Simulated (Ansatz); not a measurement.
Process, species as SMILES: O=BF → F atom + [B]=O (B-O)
B3LYP-D3(BJ)/def2-TZVP geometries, fixed; electronic energies without zero-point terms.

Energies in hartree at wB97M-V with Ansatz (a quantum-chemistry and plane-wave program); the bond dissociation energy is their sum with the coefficients shown, times 627.509 kcal/mol a hartree. All functions are spherical. The program fits the integrals of some runs and decomposes those of others, by size. Open shells are unrestricted. The functional holds VV10 correlation; no added dispersion term, no relativity.

```
species      coefficient     part     cc-pVDZ     cc-pVTZ     cc-pVQZ
-----------  -----------  -------  ----------  ----------  ----------
O=BF                  -1  wB97M-V  -199.96115  -200.03224  -200.05052
F atom                +1  wB97M-V   -99.70242   -99.73732   -99.74724
[B]=O (B-O)           +1  wB97M-V  -100.00060  -100.03103  -100.03975
```

Problem. Predict the bond dissociation energy in cc-pV5Z (X = 5): let each wB97M-V step shrink by the ratio of the last two. Compare with the run.

Solution. 
- O=BF: steps -0.07109 and -0.01828, ratio 0.257, so wB97M-V -200.05522 (run: -200.05498).
- F atom: steps -0.03490 and -0.00992, ratio 0.284, so wB97M-V -99.75006 (run: -99.75022).
- [B]=O (B-O): steps -0.03043 and -0.00872, ratio 0.287, so wB97M-V -100.04225 (run: -100.04182).
Predicted 164.98 kcal/mol; the run in cc-pV5Z gives 165.00, a miss of -0.02. Keeping the value in cc-pVQZ, 165.37, would miss by 0.37. All sums are of the energies as printed.
